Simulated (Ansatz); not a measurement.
A nudged elastic band was laid between two geometries of H5NOSi2 (9 atoms, charge 0, multiplicity 1).

These are results of RKS BLYP-D4/def2-SVP in Ansatz, not measurements.

```json
{
 "movable images": "7",
 "climbing image": "yes",
 "spring": "5.0 eV/Å²",
 "optimiser": "quadratic models (default)",
 "start path": "IDPP",
 "force threshold": "0.05 eV/Å",
 "iteration limit": "60",
 "end points": "relaxed"
}
```

First end point:

```xyz
9
Properties=species:S:1:pos:R:3
N -0.779 2.044 -0.981
Si -1.420 0.613 -0.234
O 0.068 -0.165 0.078
Si 0.693 -1.572 0.742
H 0.221 2.233 -1.124
H -1.376 2.799 -1.329
H -0.403 -2.482 1.225
H 1.504 -2.293 -0.293
H 1.582 -1.224 1.900
```

Last end point:

```xyz
9
Properties=species:S:1:pos:R:3
N -0.780 2.046 -0.976
Si -1.420 0.608 -0.242
O 0.069 -0.165 0.075
Si 0.693 -1.573 0.739
H -1.378 2.802 -1.322
H 0.220 2.239 -1.113
H -0.403 -2.482 1.222
H 1.504 -2.295 -0.296
H 1.583 -1.226 1.896
```

Problem. What changes between the two ends?

Solution. No bond is made or broken. The dihedral H6–N1–Si2–O3 goes from 180 to 0°. The two ends are copies of one structure, up to a mirror image or an exchange of like atoms.

Problem. What energy profile does the band end with?

Solution. It converged. The highest image is number 4 of 0 to 8, 0.73 eV above the ends, which have the same energy within 2 meV. A vibrational analysis at the climbing image gives one clearly imaginary mode, 495i cm⁻¹: a first-order saddle point.

```csv
image,path coordinate (Å),energy (eV),dihedral H6–N1–Si2–O3 (°)
0,0.00,0.00,180
1,0.58,0.01,-179
2,1.15,0.10,-155
3,1.73,0.48,-108
4,2.30,0.73,-62
5,2.85,0.49,-30
6,3.41,0.12,-10
7,3.96,0.01,-1
8,4.51,0.00,0
```

Problem. What is the geometry of the highest image?

Solution. 
```xyz
9
Properties=species:S:1:pos:R:3
N -1.023 1.986 -1.272
Si -1.462 0.474 -0.445
O 0.038 -0.139 0.095
Si 0.720 -1.447 0.914
H -0.415 1.875 -2.101
H -0.582 2.710 -0.683
H -0.318 -2.472 1.276
H 1.753 -2.083 0.034
H 1.377 -0.950 2.166
```

Problem. What are the harmonic wavenumbers there?

Solution. 495i, 68, 89, 110, 256, 482, 580, 593, 708, 714, 747, 929, 931, 944, 992, 1469, 2154, 2170, 2171, 3342, 3426 cm⁻¹.

The run took 2.2 min on 1 thread of Arm Neoverse V2, with other jobs on the host, peak memory 0.12 GiB.
